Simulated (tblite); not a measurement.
C8H5F3S.
Bonds: F1–C2, C2–F3, C2–C4 (double), C4–F5, C4–C6, C6–C7 (aromatic), C7–C8 (aromatic), C8–C9 (aromatic), C9–S10, C9–C11 (aromatic), C11–C12 (aromatic), C6–C12 (aromatic). Hydrogens: H13 on C7; H14 on C8; H15 on S10; H16 on C11; H17 on C12.

Computed with GFN2-xTB (tblite), gas phase: L-BFGS steps from a force-field or distance-geometry start until the largest atomic force falls under 0.01 eV/Å.

Step 44: E = -1009.0779 eV
```
atom  x, y, z in Å  |  force x, y, z in eV/Å
F1      4.2427    1.0506    0.0077    0.034  -0.005  -0.033
C2      2.9177    1.0419    0.0298    0.001   0.000   0.030
F3      2.4521    2.2841    0.0911    0.002  -0.002  -0.017
C4      2.1665   -0.0628    0.0190   -0.002   0.013   0.018
F5      2.8440   -1.2323   -0.0033   -0.018   0.008  -0.003
C6      0.7154   -0.1686    0.0846    0.008  -0.008   0.025
C7      0.1475   -1.3859    0.4731   -0.005  -0.002   0.013
C8     -1.2183   -1.5155    0.5921   -0.013   0.010  -0.065
C9     -2.0473   -0.4332    0.3091   -0.001   0.020   0.033
S10    -3.7858   -0.6434    0.4861   -0.004  -0.016  -0.007
C11    -1.4917    0.7776   -0.0922    0.016   0.007  -0.014
C12    -0.1240    0.9090   -0.2067    0.029  -0.025   0.030
H13     0.7866   -2.2268    0.6950   -0.006   0.010  -0.009
H14    -1.6566   -2.4534    0.8970    0.015   0.008   0.006
H15    -4.1191    0.5936    0.1220   -0.005   0.014  -0.003
H16    -2.1238    1.6246   -0.3165   -0.028  -0.030  -0.002
H17     0.2872    1.8523   -0.5254   -0.023  -0.002  -0.005
```

Step 45: E = -1009.0784 eV
```
atom  x, y, z in Å  |  force x, y, z in eV/Å
F1      4.2460    1.0476    0.0002    0.008  -0.012  -0.037
C2      2.9205    1.0404    0.0248    0.019   0.011   0.039
F3      2.4570    2.2832    0.0858   -0.002   0.013  -0.018
C4      2.1665   -0.0623    0.0196    0.009   0.009   0.025
F5      2.8423   -1.2327   -0.0029   -0.019  -0.003  -0.002
C6      0.7156   -0.1663    0.0894    0.007  -0.020   0.012
C7      0.1478   -1.3839    0.4760   -0.019  -0.008   0.013
C8     -1.2181   -1.5151    0.5906   -0.024   0.003  -0.050
C9     -2.0477   -0.4336    0.3071   -0.014   0.033   0.026
S10    -3.7865   -0.6476    0.4790   -0.003  -0.015  -0.007
C11    -1.4929    0.7789   -0.0906    0.020  -0.005  -0.001
C12    -0.1247    0.9102   -0.2013    0.019   0.007   0.028
H13     0.7857   -2.2244    0.7003    0.010  -0.003  -0.009
H14    -1.6566   -2.4535    0.8954    0.022   0.017   0.000
H15    -4.1230    0.5893    0.1168    0.001   0.012  -0.003
H16    -2.1253    1.6266   -0.3129   -0.016  -0.042  -0.003
H17     0.2863    1.8552   -0.5147   -0.019   0.003  -0.013
```

Step 46: E = -1009.0788 eV
```
atom  x, y, z in Å  |  force x, y, z in eV/Å
F1      4.2495    1.0444   -0.0081   -0.018  -0.016  -0.038
C2      2.9235    1.0392    0.0207    0.030   0.017   0.040
F3      2.4619    2.2825    0.0800   -0.001   0.024  -0.017
C4      2.1667   -0.0615    0.0207    0.017   0.002   0.030
F5      2.8403   -1.2331   -0.0025   -0.015  -0.012   0.000
C6      0.7160   -0.1644    0.0944    0.005  -0.019   0.002
C7      0.1478   -1.3822    0.4792   -0.022  -0.009   0.006
C8     -1.2183   -1.5147    0.5882   -0.025  -0.006  -0.019
C9     -2.0483   -0.4336    0.3056   -0.021   0.033   0.010
S10    -3.7873   -0.6519    0.4716   -0.003  -0.007  -0.007
C11    -1.4936    0.7801   -0.0891    0.017  -0.018   0.016
C12    -0.1249    0.9115   -0.1954    0.002   0.036   0.021
H13     0.7850   -2.2221    0.7056    0.019  -0.015  -0.010
H14    -1.6561   -2.4533    0.8937    0.022   0.021  -0.009
H15    -4.1269    0.5852    0.1118    0.006   0.007  -0.001
H16    -2.1272    1.6277   -0.3095   -0.003  -0.045  -0.005
H17     0.2851    1.8582   -0.5044   -0.010   0.006  -0.019
```

Question: Estimate the geometry and energy of step 47. (The exact step hangs on the optimiser's Hessian estimate; all steps are aligned on step 46, rigid shifts and turns removed.)

Answer: E = -1009.0793 eV, largest force 0.051 eV/Å
```
atom  x, y, z in Å  |  force x, y, z in eV/Å
F1      4.2527    1.0411   -0.0169   -0.035  -0.016  -0.034
C2      2.9265    1.0382    0.0178    0.026   0.016   0.033
F3      2.4666    2.2824    0.0739    0.003   0.025  -0.013
C4      2.1672   -0.0608    0.0226    0.017  -0.002   0.031
F5      2.8382   -1.2337   -0.0021   -0.009  -0.015   0.005
C6      0.7163   -0.1629    0.0990    0.003  -0.006   0.000
C7      0.1474   -1.3809    0.4821   -0.016  -0.004  -0.004
C8     -1.2190   -1.5144    0.5855   -0.012  -0.008   0.015
C9     -2.0492   -0.4330    0.3048   -0.019   0.015  -0.006
S10    -3.7882   -0.6556    0.4649   -0.004   0.002  -0.008
C11    -1.4940    0.7812   -0.0872    0.008  -0.022   0.030
C12    -0.1249    0.9131   -0.1891   -0.011   0.048   0.010
H13     0.7847   -2.2201    0.7103    0.017  -0.021  -0.013
H14    -1.6553   -2.4532    0.8920    0.012   0.016  -0.016
H15    -4.1304    0.5813    0.1061    0.009   0.004   0.000
H16    -2.1292    1.6280   -0.3063    0.008  -0.038  -0.008
H17     0.2837    1.8614   -0.4949    0.001   0.007  -0.021
```

The energy changes by -0.0004 eV. The first-order estimate −F·Δx gives -0.0006 eV and the mean of the old and new forces, exact on a quadratic surface, -0.0004 eV. The step makes an angle of 79° with the force vector and moves no atom by more than 0.010 Å.

The cost below is that of the whole relaxation. The run took 0.67 s of wall time on one thread of an Arm Neoverse V2, shared host with 32 logical CPUs at a one-minute load of 25.
